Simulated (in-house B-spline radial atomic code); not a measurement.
A fraction x of an electron is moved 4d → 4f in In⁴⁺, starting from [Kr] 4d9 and keeping the highest spin. Method: scalar-relativistic (X2C) PBE, spin-polarised, spherical fractional occupations, Fermi nucleus of rms radius 4.6156 fm. Calculated with a radial B-spline atomic code at the basis-set limit.

```json
{"x": "0", "E(x) - E(0) (eV)": "0.0000", "4d down level (eV)": "-64.648", "4f up level (eV)": "-"}
{"x": "0.125", "E(x) - E(0) (eV)": "5.8284", "4d down level (eV)": "-65.510", "4f up level (eV)": "-18.743"}
{"x": "0.25", "E(x) - E(0) (eV)": "11.7002", "4d down level (eV)": "-66.332", "4f up level (eV)": "-19.146"}
{"x": "0.375", "E(x) - E(0) (eV)": "?", "4d down level (eV)": "?", "4f up level (eV)": "?"}
{"x": "0.5", "E(x) - E(0) (eV)": "23.5979", "4d down level (eV)": "-67.852", "4f up level (eV)": "-19.875"}
{"x": "0.625", "E(x) - E(0) (eV)": "?", "4d down level (eV)": "?", "4f up level (eV)": "?"}
{"x": "0.75", "E(x) - E(0) (eV)": "35.6787", "4d down level (eV)": "-69.217", "4f up level (eV)": "-20.567"}
{"x": "0.875", "E(x) - E(0) (eV)": "41.7788", "4d down level (eV)": "-69.846", "4f up level (eV)": "-20.898"}
{"x": "1", "E(x) - E(0) (eV)": "47.9145", "4d down level (eV)": "-70.440", "4f up level (eV)": "-21.221"}
```

(1) What belongs in the row x = 0.375?

(2) What belongs in the row x = 0.625?

(3) Check Janak's theorem between x = 0.125 and 0.25.

Answers

(1) An energy change of 17.6243 eV; 4d down at -67.112 eV, 4f up at -19.517 eV.

(2) An energy change of 29.6172 eV; 4d down at -68.553 eV, 4f up at -20.226 eV.

(3) The slope of the energy is 46.97 eV; the orbital levels give 46.98 eV (ε of the receiving orbital less ε of the emptying one, averaged over the two points).
